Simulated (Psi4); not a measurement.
Psi4 input (wB97X-D/6-31G*):

```
memory 1500 MB

molecule {
0 2
N    -1.23362100    1.11369000   -0.51326000
Si    0.01952000    0.17602900    0.28146800
N     1.36888000    0.05717400   -0.76833400
N    -0.39444500   -1.42911900    0.69477800
H    -0.91197200    1.96854400   -0.97427200
H     0.19315800    0.88015300    1.58246400
H     2.10828000   -0.60267200   -0.58788800
H     1.67213700    0.81760600   -1.35303100
H    -0.93591800   -1.61094000    1.52490500
H    -0.58465900   -2.10930400   -0.02501900
symmetry c1
no_reorient
no_com
}

set {
  basis 6-31G*
  reference uks
  scf_type pk
  dft_radial_points 99
  dft_spherical_points 590
  e_convergence 1e-8
  d_convergence 1e-7
  maxiter 150
}

e = energy('wb97x-d')
print_out(f'\nFINAL {e:.10f} DIPOLE {variable("CURRENT DIPOLE")[0]:.6f} {variable("CURRENT DIPOLE")[1]:.6f} {variable("CURRENT DIPOLE")[2]:.6f}\n')
```

Output:

```
   => Loading Basis Set <=

    Name: 6-31G*
    Role: ORBITAL
    Keyword: BASIS
    atoms 1, 3-4 entry N          line   128 file 6-31gs.gbs
    atoms 2      entry SI         line   268 file 6-31gs.gbs
    atoms 5-10   entry H          line    44 file 6-31gs.gbs

   => WB97X-D: Empirical Dispersion <=

    Chai and Head-Gordon Dispersion Correction
    Chai, J.-D.; Head-Gordon, M. (2010), J. Chem. Phys., 132: 6615-6620

        s6 =       1.000000

         ---------------------------------------------------------
                                   SCF
               by Justin Turney, Rob Parrish, Andy Simmonett
                          and Daniel G. A. Smith
                              UKS Reference
         ---------------------------------------------------------

  ==> Geometry <==

    Molecular point group: c1
    Full point group: C1

    Geometry (in Angstrom), charge = 0, multiplicity = 2:

       Center              X                  Y                   Z               Mass
    ------------   -----------------  -----------------  -----------------  -----------------
         N           -1.233621000000     1.113690000000    -0.513260000000    14.003074004430
         SI           0.019520000000     0.176029000000     0.281468000000    27.976926534650
         N            1.368880000000     0.057174000000    -0.768334000000    14.003074004430
         N           -0.394445000000    -1.429119000000     0.694778000000    14.003074004430
         H           -0.911972000000     1.968544000000    -0.974272000000     1.007825032230
         H            0.193158000000     0.880153000000     1.582464000000     1.007825032230
         H            2.108280000000    -0.602672000000    -0.587888000000     1.007825032230
         H            1.672137000000     0.817606000000    -1.353031000000     1.007825032230
         H           -0.935918000000    -1.610940000000     1.524905000000     1.007825032230
         H           -0.584659000000    -2.109304000000    -0.025019000000     1.007825032230

  Running in c1 symmetry.

  Rotational constants: A =      0.22758  B =      0.20153  C =      0.12227 [cm^-1]
  Rotational constants: A =   6822.70422  B =   6041.66098  C =   3665.69333 [MHz]
  Nuclear repulsion =  174.475027039154270

  Charge       = 0
  Multiplicity = 2
  Electrons    = 41
  Nalpha       = 21
  Nbeta        = 20

  ==> Algorithm <==

  SCF Algorithm Type is PK.
  DIIS enabled.
  MOM disabled.
  Fractional occupation disabled.
  Guess Type is SAD.
  Energy threshold   = 1.00e-08
  Density threshold  = 1.00e-07
  Integral threshold = 1.00e-12

  ==> Primary Basis <==

  Basis Set: 6-31G*
    Blend: 6-31G*
    Number of shells: 38
    Number of basis functions: 76
    Number of Cartesian functions: 76
    Spherical Harmonics?: false
    Max angular momentum: 2

  ==> DFT Potential <==

   => LibXC <=

    Version 7.1.2
    S. Lehtola, C. Steigemann, M. J. T. Oliveira, and M. A. L. Marques,  SoftwareX 7, 1–5 (2018) (10.1016/j.softx.2017.11.002)

   => Composite Functional: WB97X-D <=

    wB97X-D Hyb-GGA Exchange-Correlation Functional

    J.-D. Chai and M. Head-Gordon,  Phys. Chem. Chem. Phys. 10, 6615–6620 (2008) (10.1039/B810189B)

    Deriv               =              1
    GGA                 =           TRUE
    Meta                =          FALSE

    Exchange Hybrid     =           TRUE
    MP2 Hybrid          =          FALSE

   => Exchange-Correlation Functionals <=

    1.0000   wB97X-D range-separated functional

   => Exact (HF) Exchange <=

    0.7780            HF,LR [omega = 0.2000]
    0.2220               HF

   => LibXC Density Thresholds  <==

    XC_HYB_GGA_XC_WB97X_D:  1.00E-14

   => Molecular Quadrature <=

    Radial Scheme          =       TREUTLER
    Pruning Scheme         =           NONE
    Nuclear Scheme         =       TREUTLER

    Blocking Scheme        =         OCTREE
    BS radius alpha        =              1
    Pruning alpha          =              1
    Radial Points          =             99
    Spherical Points       =            590
    Total Points           =         553916
    Total Blocks           =           3935
    Max Points             =            256
    Max Functions          =             75
    Weights Tolerance      =       1.00E-15

  ==> Integral Setup <==

  Using in-core PK algorithm.
   Calculation information:
      Number of atoms:                  10
      Number of AO shells:              38
      Number of primitives:             96
      Number of atomic orbitals:        76
      Number of basis functions:        76

      Integral cutoff                 1.00e-12
      Number of threads:                 1

  Performing in-core PK
  Using 12846603 doubles for integral storage.
  We computed 261699 shell quartets total.
  Whereas there are 274911 unique shell quartets.

  Computing range-separated integrals for PK
  We computed 261699 wK shell quartets total.
  Whereas there are 274911 wK unique shell quartets.

  ==> DiskJK: Disk-Based J/K Matrices <==

    J tasked:                  Yes
    K tasked:                  Yes
    wK tasked:                 Yes
    Omega:               2.000E-01
    Schwarz Cutoff:          1E-12


  Cached 50.0% of DFT collocation blocks in 0.501 [GiB].

  Minimum eigenvalue in the overlap matrix is 8.9308610429E-03.
  Reciprocal condition number of the overlap matrix is 1.4106711492E-03.
    Using symmetric orthogonalization.

  ==> Pre-Iterations <==

  SCF Guess: Superposition of Atomic Densities via on-the-fly atomic UHF (no occupation information).

   -------------------------
    Irrep   Nso     Nmo
   -------------------------
     A         76      76
   -------------------------
    Total      76      76
   -------------------------

  ==> Iterations <==

                        Total Energy        Delta E     RMS |[F,P]|

   @UKS iter SAD:  -456.38583772486214   -4.56386e+02   0.00000e+00
   @UKS iter   1:  -456.88251563847797   -4.96678e-01   1.20870e-02 DIIS/ADIIS
   @UKS iter   2:  -456.94964784169446   -6.71322e-02   1.13462e-02 DIIS/ADIIS
   @UKS iter   3:  -457.27243543771635   -3.22788e-01   5.82784e-04 DIIS/ADIIS
   @UKS iter   4:  -457.27587956054111   -3.44412e-03   3.08481e-04 DIIS/ADIIS
   @UKS iter   5:  -457.27688483726087   -1.00528e-03   1.56536e-04 DIIS/ADIIS
   @UKS iter   6:  -457.27736671472587   -4.81877e-04   9.58575e-05 DIIS
   @UKS iter   7:  -457.27761418297359   -2.47468e-04   6.06395e-05 DIIS
   @UKS iter   8:  -457.27778052194168   -1.66339e-04   4.35777e-05 DIIS
   @UKS iter   9:  -457.27793080973993   -1.50288e-04   2.55522e-05 DIIS
   @UKS iter  10:  -457.27798241801116   -5.16083e-05   1.20614e-05 DIIS
   @UKS iter  11:  -457.27799111942460   -8.70141e-06   7.03256e-06 DIIS
   @UKS iter  12:  -457.27799195193666   -8.32512e-07   2.40184e-06 DIIS
   @UKS iter  13:  -457.27799207587395   -1.23937e-07   8.66114e-07 DIIS
   @UKS iter  14:  -457.27799209018644   -1.43125e-08   3.70606e-07 DIIS
   @UKS iter  15:  -457.27799209191033   -1.72389e-09   1.55070e-07 DIIS
   @UKS iter  16:  -457.27799209220706   -2.96723e-10   5.70001e-08 DIIS
  Energy and wave function converged.

  ==> Post-Iterations <==

   Electrons on quadrature grid:
      Nalpha   =   21.0000001245 ; deviation = 1.245e-07
      Nbeta    =   20.0000001376 ; deviation = 1.376e-07
      Ntotal   =   41.0000002621 ; deviation = 2.621e-07

   @Spin Contamination Metric:   3.365286742E-03
   @S^2 Expected:                7.500000000E-01
   @S^2 Observed:                7.533652867E-01
   @S   Expected:                5.000000000E-01
   @S   Observed:                5.000000000E-01

    Orbital Energies [Eh]
    ---------------------

    Alpha Occupied:

       1A    -66.290470     2A    -14.451828     3A    -14.425716
       4A    -14.420786     5A     -5.398776     6A     -3.744272
       7A     -3.743517     8A     -3.743217     9A     -0.955728
      10A     -0.925465    11A     -0.912696    12A     -0.619638
      13A     -0.578166    14A     -0.567818    15A     -0.515825
      16A     -0.485763    17A     -0.459065    18A     -0.371101
      19A     -0.363809    20A     -0.338267    21A     -0.332530

    Alpha Virtual:

      22A      0.143276    23A      0.152517    24A      0.168502
      25A      0.224843    26A      0.230270    27A      0.239502
      28A      0.253863    29A      0.264659    30A      0.288312
      31A      0.333944    32A      0.399624    33A      0.444417
      34A      0.478804    35A      0.586901    36A      0.666542
      37A      0.751348    38A      0.784329    39A      0.785327
      40A      0.830979    41A      0.863720    42A      0.921867
      43A      0.954916    44A      0.984057    45A      0.995317
      46A      1.003692    47A      1.013033    48A      1.017972
      49A      1.079115    50A      1.084777    51A      1.122912
      52A      1.137891    53A      1.170159    54A      1.213793
      55A      1.232847    56A      1.272820    57A      1.345740
      58A      1.760981    59A      1.769733    60A      1.815941
      61A      1.863548    62A      1.899980    63A      1.970046
      64A      2.007021    65A      2.233085    66A      2.255158
      67A      2.332640    68A      2.389105    69A      2.490497
      70A      2.500430    71A      2.543414    72A      2.569576
      73A      3.104004    74A      3.753599    75A      3.809285
      76A      3.824000

    Beta Occupied:

       1A    -66.290640     2A    -14.436492     3A    -14.425385
       4A    -14.420797     5A     -5.398962     6A     -3.744451
       7A     -3.743780     8A     -3.743430     9A     -0.951529
      10A     -0.925176    11A     -0.860998    12A     -0.615300
      13A     -0.577449    14A     -0.566943    15A     -0.502330
      16A     -0.482715    17A     -0.441632    18A     -0.346119
      19A     -0.336121    20A     -0.327354

    Beta Virtual:

      21A     -0.027377    22A      0.147098    23A      0.154298
      24A      0.174874    25A      0.225935    26A      0.232363
      27A      0.239855    28A      0.256241    29A      0.277120
      30A      0.292546    31A      0.335850    32A      0.403037
      33A      0.445384    34A      0.480036    35A      0.600555
      36A      0.668842    37A      0.754387    38A      0.785345
      39A      0.794549    40A      0.837453    41A      0.878942
      42A      0.938105    43A      0.972352    44A      0.993339
      45A      0.997516    46A      1.007769    47A      1.015748
      48A      1.025844    49A      1.083320    50A      1.095297
      51A      1.125100    52A      1.143855    53A      1.171235
      54A      1.222979    55A      1.234868    56A      1.279432
      57A      1.350742    58A      1.768166    59A      1.803190
      60A      1.848693    61A      1.886992    62A      1.927539
      63A      1.987390    64A      2.036802    65A      2.235661
      66A      2.265063    67A      2.358594    68A      2.402727
      69A      2.492799    70A      2.510455    71A      2.543909
      72A      2.574835    73A      3.104646    74A      3.792935
      75A      3.812463    76A      3.824725

    Final Occupation by Irrep:
              A
    DOCC [    20 ]
    SOCC [     1 ]
    NA   [    21 ]
    NB   [    20 ]

  @UKS Final Energy:  -457.27799209220706

   => Energetics <=

    Nuclear Repulsion Energy =            174.4750270391542699
    One-Electron Energy =                -975.5553023215279609
    Two-Electron Energy =                 374.8261839733962120
    DFT Exchange-Correlation Energy =     -31.0209159176486224
    Empirical Dispersion Energy =          -0.0029848655809489
    VV10 Nonlocal Energy =                  0.0000000000000000
    Total Energy =                       -457.2779920922070573

  UHF NO Occupations:
  HONO-2 :   19  A 1.9996883
  HONO-1 :   20  A 1.9991355
  HONO-0 :   21  A 1.0000000
  LUNO+0 :   22  A 0.0008645
  LUNO+1 :   23  A 0.0003117
  LUNO+2 :   24  A 0.0002988
  LUNO+3 :   25  A 0.0001979

Computation Completed

Properties will be evaluated at   0.000000,   0.000000,   0.000000 [a0]

Properties computed using the SCF density matrix

 Multipole Moments:

 ------------------------------------------------------------------------------------
     Multipole            Electronic (a.u.)      Nuclear  (a.u.)        Total (a.u.)
 ------------------------------------------------------------------------------------

 L = 1.  Multiply by 2.5417464519 to convert [e a0] to [Debye]
 Dipole X            :          0.6588790            0.0000076            0.6588865
 Dipole Y            :         -0.0555107            0.0000151           -0.0554955
 Dipole Z            :         -0.2459265           -0.0000019           -0.2459284
 Magnitude           :                                                    0.7054729

 ------------------------------------------------------------------------------------

FINAL -457.2779920922 DIPOLE 0.658887 -0.055496 -0.245928

*** Psi4 exiting successfully. Buy a developer a beer!
```

The geometry given is a B3LYP-D3(BJ)/def2-TZVP minimum.
